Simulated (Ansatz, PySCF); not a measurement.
Breaking a bond: AsH, triplet.

Levels of theory: UKS-PBE = Ansatz (a program for electronic structure) with unrestricted PBE/def2-TZVP; UKS-PBE0 = unrestricted PBE0/def2-TZVP (PySCF); UCCSD(T) = CCSD(T) on UHF/def2-TZVP, 9 core orbitals frozen (PySCF 2.14.0).

Energies relative to the lowest point of each curve near equilibrium, in kJ/mol; the last columns give the difference from UCCSD(T):

| R / Å | UKS-PBE | UKS-PBE0 | UCCSD(T) | UKS-PBE − UCCSD(T) | UKS-PBE0 − UCCSD(T) |
|---|---|---|---|---|---|
| 1.24 | 120.6 | 115.0 | 114.9 | 5.7 | 0.1 |
| 1.30 | 70.0 | 65.3 | 65.1 | 4.9 | 0.2 |
| 1.38 | 27.7 | 24.4 | 24.3 | 3.4 | 0.2 |
| 1.46 | 6.4 | 4.8 | 4.7 | 1.7 | 0.1 |
| 1.49 | 2.5 | 1.5 | 1.5 | 1.0 | 0.0 |
| 1.53 | 0.0 | 0.0 | 0.0 | 0.0 | 0.0 |
| 1.58 | 0.6 | 1.8 | 1.9 | -1.2 | 0.0 |
| 1.62 | 3.5 | 5.7 | 5.8 | -2.2 | 0.0 |
| 1.69 | 12.7 | 16.7 | 16.6 | -3.9 | 0.1 |
| 1.80 | 34.2 | 41.1 | 40.5 | -6.2 | 0.7 |
| 1.91 | 60.9 | 70.8 | 68.8 | -7.8 | 2.0 |

UKS-PBE is furthest from UCCSD(T) at 1.91 (-7.8 kJ/mol, below); its mean absolute difference over the points is 3.5 kJ/mol.

UKS-PBE0 is furthest from UCCSD(T) at 1.91 (2.0 kJ/mol, above); its mean absolute difference over the points is 0.3 kJ/mol.

The scan ran from 1.24 to 6.20 Å; beyond the distances shown one of the unrestricted levels run for this scan, shown here or not, changes its spin distribution in one step.
